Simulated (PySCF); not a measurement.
Gas-phase reaction: 3 GeH4 + 2 GeF3 ⇌ 3 GeH2F2 + 2 GeH3

Method: PySCF energies plus ideal-gas RRHO corrections (1 bar). † marks an energy on the PBE0/def2-TZVP geometry and frequencies; other levels use their own. MP2 and CCSD(T) freeze the core. 6-31G* has spherical d functions here. Open shells (unrestricted): GeF3 (multiplicity 2), GeH3 (multiplicity 2); the rest are closed-shell singlets. B3LYP is the form with VWN-RPA correlation. Ge: all electrons, no relativistic terms. GeF3, GeH2F2, GeH3: computed as isolated molecules; such fragments, hydroxides, amides, oligomers or adducts are transient or little studied in the gas. MP2 isn't extrapolated to the basis-set limit; its ΔH°(298 K) is -14.2 kJ in def2-SVP and -7.0 kJ in def2-TZVPP. CCSD(T) isn't extrapolated to the basis-set limit; its ΔH°(298 K) is -16.2 kJ in def2-SVP and -8.0 kJ in def2-TZVPP. The harmonic model lacks anharmonicity and excited electronic states, which grow with temperature; levels with a mode under 35 cm⁻¹ are left out.

```csv
level,"ΔE electronic, kJ","ΔH°(298 K), kJ","ΔS°(298 K), J/K","ΔG°(600 K), kJ"
B3LYP/6-31G*,27,25,37,3
B3LYP/def2-TZVP†,13,11,40,-13
CCSD(T)/def2-SVP†,-14,-16,40,-40
CCSD(T)/def2-TZVPP†,-6,-8,40,-32
MP2/def2-SVP†,-12,-14,40,-38
MP2/def2-TZVPP†,-5,-7,40,-31
PBE/def2-TZVP†,31,29,40,5
ωB97X-V/def2-TZVP†,7,5,40,-19
```
ΔH° is lowest at CCSD(T)/def2-SVP† and highest at PBE/def2-TZVP†. No reference value is set beside these.
